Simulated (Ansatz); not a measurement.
```yaml
crystal:
  periodic: [false, false, false]
  atoms:
    - {symbol: C, position_ang: [-0.635937, 1.397526, 0.316048]}
    - {symbol: O, position_ang: [-1.570227, 0.327439, 0.169208]}
    - {symbol: Si, position_ang: [-0.966287, -1.210579, 0.300380]}
    - {symbol: C, position_ang: [0.812583, -1.054908, -0.276099]}
    - {symbol: Si, position_ang: [1.006681, 0.809009, -0.458350]}
    - {symbol: H, position_ang: [-0.513728, 1.654907, 1.376144]}
    - {symbol: H, position_ang: [-1.047967, 2.278378, -0.182460]}
    - {symbol: H, position_ang: [-1.819172, -2.092586, -0.533017]}
    - {symbol: H, position_ang: [-1.012131, -1.677507, 1.714601]}
    - {symbol: H, position_ang: [1.510664, -1.462133, 0.458042]}
    - {symbol: H, position_ang: [0.982145, -1.564011, -1.226651]}
    - {symbol: H, position_ang: [2.195725, 1.358370, 0.248478]}
    - {symbol: H, position_ang: [1.078153, 1.201292, -1.891424]}
basis:
  gaussian: {orbitals: aug-cc-pVDZ, final_grid: {core_spheres: 8, valence_spheres: 7, degree: 23}}
total_charge: 1
magnetization: {spin_polarized: true, initial_magnetization: 1}
hamiltonian: {xc: {name: PBE-QIDH}, pseudopotentials: {relativity: none}}
scf: {lower_state_search: off}
```

```sh
$ ansatz run in.yaml --threads 4 --pin off --events-out ev --progress --plain --max-ram 10444MiB
```

It prints (some lines left out):

```
Functional definition: PBE-QIDH
  name "PBE-QIDH"
  cite "Brémond, Sancho-García, Pérez-Jiménez & Adamo, J. Chem. Phys. 141, 031101 (2014) doi:10.1063/1.4890314"
  cite "Perdew, Burke & Ernzerhof, Phys. Rev. Lett. 77, 3865 (1996) doi:10.1103/PhysRevLett.77.3865"
  parameter a = 3^(-1/3)
  parameter c = 1/3
  exchange = (1 - a)*pbe_x + a*exact_x
  correlation = (1 - c)*pbe_c + c*(mp2_os + mp2_ss)
these checks for a lower state are left out or cut short: stability, starts, cluster_reference, orbital_swaps, neighbouring_geometries, increment
1923 factors; integrals over basis functions are off by at most 8.6e-4 eV
mean field evaluation 1: about -19959.6808 eV, gradient 5.0e1 eV
mean field evaluation 2: about -19959.6807 eV, gradient 5.0e1 eV
mean field evaluation 4: about -19972.1041 eV, gradient 8.8e0 eV
mean field evaluation 8: about -19973.1161 eV, gradient 7.0e-1 eV
mean field evaluation 16: about -19973.1433 eV, gradient 6.9e-2 eV
mean field evaluation 32: about -19973.1442 eV, gradient 1.3e-5 eV
mean field -19973.14419704 eV, -733.9995109578 hartree, gradient 7.1e-6 eV, S^2 0.763078; 0 other end points of the search recorded, 0 dependent functions left out
13 core orbitals not correlated: weight in the atoms' cores, before any rotation towards them, 1.000 or more for the frozen orbitals, at most 0.000 for the correlated occupied ones
reference -19973.14422013 eV, -733.9995118065 hartree; 15, 14 occupied and 167, 168 virtual orbitals, 1923 factors
second order -20.55354328 eV of doubles, -0.00000000 eV of singles
Total energy: -19979.99540123 eV, -734.2512880677 hartree
Checks for a lower state left out: stability, starts, cluster_reference, orbital_swaps, neighbouring_geometries, increment
```

Run time 7 s (4 threads of an Arm Neoverse V1 on a shared host); peak host memory 0.65 GiB.
